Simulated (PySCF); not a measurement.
Ligands exchanged one at a time, Si F-OH. Gas-phase values, no solvent. One relaxed conformer stands for each flexible species; it need not be the lowest. Strings in code marks are SMILES.

The T1 excitation (TDA) from two functionals at the same geometries (B3LYP-D3(BJ)/def2-TZVP), both in PySCF: PBE-D3(BJ)/def2-TZVP and TPSSh-D3(BJ)/def2-TZVP. Excitations are Tamm–Dancoff values on a coarser integration grid. The basis has no diffuse functions, so Rydberg states are missing or too high.

| species | PBE-D3(BJ)/def2-TZVP (eV) | TPSSh-D3(BJ)/def2-TZVP (eV) |
|---|---|---|
| 1 of 4 F replaced by OH (`[Si](F)(O)(F)F`) | 7.77 | 8.34 |
| 2 of 4 F replaced by OH (`F[Si](O)(F)O` (H–O–Si–F torsion 43°, F–Si–O–H torsion 85°)) | 7.44 | 8.10 |
| 3 of 4 F replaced by OH | 7.22 | 7.93 |
| 4 of 4 F replaced by OH | 6.76 | 7.49 |

Over these rows, drawn at random from the members with no instability flagged (it was tested for open shells, ions and some series alone), PBE minus TPSSh-D3(BJ): mean -0.67 eV, from -0.73 eV to -0.58 eV.
